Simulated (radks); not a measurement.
Problem. Radial electron density D(r) = 4 pi r^2 rho(r) of an atom or ion with 67 electrons. Calculated with a radial shooting solver on a logarithmic mesh with Libxc functionals: Dirac Kohn-Sham, PBE, spin-unpolarised, spherical densities, finite nucleus; Fermi nuclear charge, rms radius of each element as measured or else 0.836 A^(1/3) + 0.57 fm.

```
   r/bohr * D(r) (the largest magnitude, 118, reaches the edge; | marks zero)
 0.004184 |                   *
 0.005761 |                           *
 0.007871 |                                   *
  0.01084 |                                         *
  0.01481 |                                           *
  0.02039 |                                        *
  0.02808 |                                      *
  0.03837 |                                           *
  0.05284 |                                                     *
  0.07218 |                                                      *
   0.0994 |                                            *
   0.1358 |                                             *
    0.187 |                                                 *
   0.2555 |                                *
   0.3518 |                      *
   0.4807 |                           *
   0.6619 |                  *
   0.9043 |        *
    1.245 |     *
    1.701 |  *
    2.343 |*
    3.201 *
    4.408 *
    6.022 *
    8.293 *
    11.33 *
```

What is the nuclear charge?

Solution. Z = 68. The innermost maximum, from 1s, lies near gamma/Z bohr with gamma = sqrt(1 - (Z/c)^2) = 0.868, here 0.0128 bohr (found: 0.0141), and its height grows with Z. The density is that of the erbium ion Er+ in [Xe] 4f11.5 5d1 6p0.5; the configuration itself is not fixed sharply by these data, and Z only to a few units. D(r) has 4 maxima, at r = 0.0141, 0.0625, 0.174, 0.477 bohr, and minima at 0.0272, 0.114, 0.338 bohr, inside which lie 2.01, 11.13, 29.62 electrons.
